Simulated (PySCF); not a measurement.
**Be (beryllium, neutral): PBE calculation**

Configuration: [He] 2s1 3d1, 2s spin antiparallel (an excited configuration). All numbers are calculated (PySCF 2.14, the spin-free X2C one-electron Hamiltonian (Gaussian nucleus), in aug-cc-pCVQZ-DK).

```
Total energy                                                  : -14.3453 hartree
One-electron energy                                           : -18.2019 hartree
Hartree (Coulomb) energy                                      : 6.4962 hartree
Exchange-correlation energy                                   : -2.6396 hartree
⟨S²⟩                                                          : 1.0000
⟨L²⟩                                                          : 6.004
Sum of ⟨r⟩                                                    : 8.587 bohr
Sum of ⟨r²⟩                                                   : 38.60 bohr²
Traceless quadrupole moment −½Σ⟨3z² − r²⟩ along its main axis : 9.13 e·bohr²
Langevin diamagnetic susceptibility                           : -30.6 ×10⁻⁶ cm³/mol
```

```csv
shell,electrons,mean orbital energy (hartree),"rms radius, mean of both spins (bohr)"
1s β,1,-4.13772,0.490
1s α,1,-4.11959,0.490
2s β,1,-0.34015,2.51
3d α,1,0.01399,5.64
```

The outer electron is Rydberg-like, and this basis confines it to a smaller radius and binds it less than a complete one would. With the s spin flipped the determinant is a mixture of two multiplicities, not a spectroscopic state. At PBE the highest occupied level has a positive energy, so only the finite basis holds that electron; for this excited configuration the basis is too tight for the outer shell.
